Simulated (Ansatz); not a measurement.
CH₄SeSi (`[SiH3]C=[Se]`). The species carries charge 0 and has multiplicity 1.

```xyz
7

Si   -0.196    0.735   -0.278
C     0.125   -1.001    0.341
Se    1.676   -1.558    0.940
H    -1.294    1.337    0.527
H    -0.652    0.661   -1.693
H     1.039    1.543   -0.168
H    -0.699   -1.717    0.331
```

Question: What are the harmonic wavenumbers in cm⁻¹ at PBE0-D4/def2-TZVP (Ansatz, finite differences of forces, unscaled)? (Estimate.)

Answer: The calculation gave: 84, 190, 510, 537, 727, 766, 907, 931, 934, 966, 1199, 2214, 2216, 2267, 3109.

Question: Is this a minimum?

Answer: Yes, all 15 modes are real.

Question: Give the ideal-gas thermochemistry at 298.15 K and 1 bar (rigid rotor, harmonic oscillator; point group Cs, symmetry number 1).

Answer: Zero-point energy 105.0 kJ/mol; H(298) − E = 120.6 kJ/mol; entropy 309.6 J/(mol·K), of which translation 168.9, rotation 106.1, vibration 34.6; G(298) − E = 28.3 kJ/mol. Modes under 100 cm⁻¹ are hindered rotations or soft bends, so the harmonic entropy is rough.

Question: And at 400, 500, 600, 800 and 1000 K?

Answer: 
| T (K) | H − E (kJ/mol) | S (J/mol/K) | G − E (kJ/mol) |
| --- | --- | --- | --- |
| 400 | 128.9 | 333.4 | -4.5 |
| 500 | 138.2 | 354.3 | -38.9 |
| 600 | 148.6 | 373.1 | -75.3 |
| 800 | 171.4 | 405.9 | -153.3 |
| 1000 | 196.4 | 433.7 | -237.3 |
